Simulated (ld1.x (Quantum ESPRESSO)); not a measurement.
**What the settings do to the TM potential of Os**

Base potential:

- Element: osmium
- Generator: ld1.x (Quantum ESPRESSO) 7.5
- Type: norm-conserving Troullier–Martins (Kleinman–Bylander form)
- Functional: PBEsol
- Relativity: non-relativistic
- Frozen core: [Xe] 4f14
- Valence charge: 8
- Reference configuration: 5d6 6s2 6p0
- Partial waves: 6s (bound): rc 2.20 bohr; 6p (bound, empty): rc 3.40 bohr; 5f channel at 0.3 Ry: rc 2.75 bohr; 5d (bound): rc 2.15 bohr
- Local potential: the d channel
- Core correction: none

Cutoffs, loose and tight: the cutoffs (Ry, on a coarse ladder) from which the occupation-weighted sum of valence levels, in a spherical-Bessel basis at the reference potential, stays within 10 and 1 mRy of its value at 400 Ry. They do not see the model core or the augmentation charge, which bear on the density cutoff. Test errors are all-electron minus pseudo excitation energies from the reference, over the configurations 5d6 6s1 6p0; 5d6 6s0 6p0; 5d5 6s0 6p0; 5d5 6s2 6p1; 5d6.5 6s1.5 6p0; 5d6 6s0 6p2; 5d6 6s0 6p1. A dash means not determined; rows that change the core or the reference have their own tests. The largest error is taken over the tests solved by every variant that gives reliable tests at all: 5d5 6s0 6p0; 5d6 6s0 6p0; 5d6 6s1 6p0; 5d6.5 6s1.5 6p0.

A true bound ghost makes a file unfit for plane-wave use even where its test errors are small: the radial tests pick states by their node count and pass the ghost by. Where a test does run into it, the solver fails or the error is huge.

```tsv
change	outcome	cutoff, loose	cutoff, tight	bound ghosts	largest test error (meV)
base	generated	35 Ry	45 Ry	s, p	+35
all radii scaled by about 0.77 (s 1.70, p 2.64, d 1.66, f 2.12 bohr)	generated	90 Ry	200 Ry	s, p	+263
all radii scaled by about 0.91 (s 2.02, p 3.10, d 1.96, f 2.52 bohr)	generated	35 Ry	60 Ry	s, p	+42
all radii scaled by about 1.37 (s 3.02, p 4.66, d 2.94, f 3.76 bohr)	generated	30 Ry	35 Ry	s	+10
```

(1) What comes out with this change to the base: all radii scaled by about 1.15 (s 2.54, p 3.92, d 2.48, f 3.18 bohr)?

(2) What comes out with this change to the base: all radii scaled by about 0.83 (s 1.82, p 2.80, d 1.78, f 2.28 bohr)?

Answers

(1) outcome: generated; cutoff, loose: 30 Ry; cutoff, tight: 35 Ry; bound ghosts: f, s, p; largest test error (meV): +47.

(2) outcome: generated; cutoff, loose: 55 Ry; cutoff, tight: 100 Ry; bound ghosts: s, p; largest test error (meV): +177.

Reading the sweep of the scale of all radii (base = 1) (base included, trends over the rows without a ghost): Bound ghosts are found at 0.77, 0.83, 0.91, 1, 1.15, 1.37. Every judged row has one, so this setting neither creates nor removes them.
